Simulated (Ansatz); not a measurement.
C₆H₁₀ (SMILES C/C=C/C1CC1), singlet, geometry from GFN2-xTB. Base run: MP2/def2-SV(P) (Ansatz, a first-principles code).

Input for Ansatz:
Ansatz 0.2 input:
```yaml
crystal:
  periodic: [false, false, false]
  atoms:
    - {symbol: C, position_ang: [2.88923712, -0.17105617, 0.03065330]}
    - {symbol: C, position_ang: [1.48701632, -0.50667298, -0.35383522]}
    - {symbol: C, position_ang: [0.40970391, 0.10408335, 0.11765759]}
    - {symbol: C, position_ang: [-0.97059213, -0.22886321, -0.26309472]}
    - {symbol: C, position_ang: [-2.06995554, -0.11923787, 0.76155251]}
    - {symbol: C, position_ang: [-1.99965215, 0.86787442, -0.35648438]}
    - {symbol: H, position_ang: [3.46289041, 0.12190303, -0.84881320]}
    - {symbol: H, position_ang: [3.38009142, -1.04065691, 0.46794167]}
    - {symbol: H, position_ang: [2.91206646, 0.64311741, 0.75092087]}
    - {symbol: H, position_ang: [1.37962192, -1.31104942, -1.07077047]}
    - {symbol: H, position_ang: [0.51559926, 0.90867120, 0.83468522]}
    - {symbol: H, position_ang: [-1.05106996, -1.03629602, -0.98103589]}
    - {symbol: H, position_ang: [-2.85336085, -0.86147238, 0.74888017]}
    - {symbol: H, position_ang: [-1.80221055, 0.21362202, 1.75298244]}
    - {symbol: H, position_ang: [-1.68390620, 1.87470375, -0.12841513]}
    - {symbol: H, position_ang: [-2.73426717, 0.81069213, -1.14507014]}
basis:
  gaussian:
    orbitals: def2-SV_P_.json
magnetization: {spin_polarized: false}
correlation: {method: mp2}
```
The basis file holds def2-SV(P) in the JSON format of the Basis Set Exchange.

All variants below ran on the same shared machine, one core each. Differences are taken from the largest basis of the def2 family in the series, which isn't the basis-set limit (def2-TZVPP: -1.003933 Eh). The cheapest run took about 2.9 core-seconds (a rough figure).

```tsv
setting	basis functions	cost, times the cheapest (rough)	difference in MP2 correlation energy (mEh)
def2-SV(P)	104	1	249.1
def2-SVP	134	1	178.2
def2-TZVP	246	6	27.3
def2-TZVPP	326	10	reference
```

Times come from a shared machine, hold the start-up and are rough. Total energies converge more slowly with the basis than energy differences do.
